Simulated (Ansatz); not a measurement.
System: chloro-bis(prop-2-enyl)borane, C6H10BCl, charge 0, multiplicity 1. 
Coordinates optimised at B3LYP-D3(BJ)/def2-TZVP (Ansatz, a program for electronic structure):
```xyz
18

C      2.4981     0.9457     1.2512
C      1.6641     1.1869     0.2470
C      1.4591     0.2766    -0.9377
B      0.0555    -0.3966    -0.7456
Cl    -0.0104    -2.1031    -0.2672
C     -1.3025     0.3811    -0.8964
C     -2.0589     0.4444     0.4020
C     -2.3109     1.5575     1.0789
H      2.5825     1.6259     2.0886
H      3.1266     0.0629     1.2680
H      1.0435     2.0771     0.2791
H      2.2673    -0.4519    -1.0006
H      1.4540     0.8741    -1.8566
H     -1.1324     1.3905    -1.2785
H     -1.9097    -0.1530    -1.6391
H     -2.3859    -0.5089     0.8046
H     -2.8448     1.5366     2.0199
H     -1.9955     2.5291     0.7155
```

Dipole moments at this geometry, in debye (magnitudes).

```json
[
 {"level": "r2SCAN/def2-TZVPD", "program": "Ansatz", "dipole (D)": "1.33"},
 {"level": "B3LYP/def2-TZVPD", "program": "Ansatz", "dipole (D)": "1.32"},
 {"level": "wB97M-V/def2-TZVPD", "program": "Ansatz", "dipole (D)": "1.31"},
 {"level": "wB97X-V/def2-TZVPD", "program": "Ansatz", "dipole (D)": "1.37"},
 {"level": "CCSD(T)/aug-cc-pV(D+d)Z", "program": "Ansatz", "dipole (D)": "…"}
]
```

Problem. Fill in the missing entries.

Solution. 
- CCSD(T)/aug-cc-pV(D+d)Z, dipole (D): 1.27
